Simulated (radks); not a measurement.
Polarisability of the selenium ion Se+, [Ar] 3d10 4s2 4p3, at imaginary frequency. Method: non-relativistic Kohn-Sham, LB94 model potential, spin-unpolarised, spherical densities, point nucleus; computed with a radial shooting solver on a logarithmic mesh with Libxc functionals. Response by self-consistent Sternheimer equations with the Hartree and adiabatic LDA kernel.

w (hartree)  alpha1(iw) (bohr^3)
0.00266                    13.97
0.0143                     13.96
0.0360                     13.91
0.0697                     13.74
0.118                      13.34
0.186                      12.51
0.280                      11.07
0.413                      9.000
0.605                      6.551
0.892                      4.222
1.35                       2.424
2.12                       1.261
3.59                      0.5994
6.94                      0.2415
17.5                     0.05950

Static values: alpha1 = 13.97 bohr^3 (2.071 angstrom^3; uncoupled 21.79). C6 = 84.89, triple-dipole C9 = 861.3 atomic units. One-pole (London) frequency 4 C6 / (3 alpha1^2) = 0.580 hartree, against 0.758 for minus the highest occupied eigenvalue.
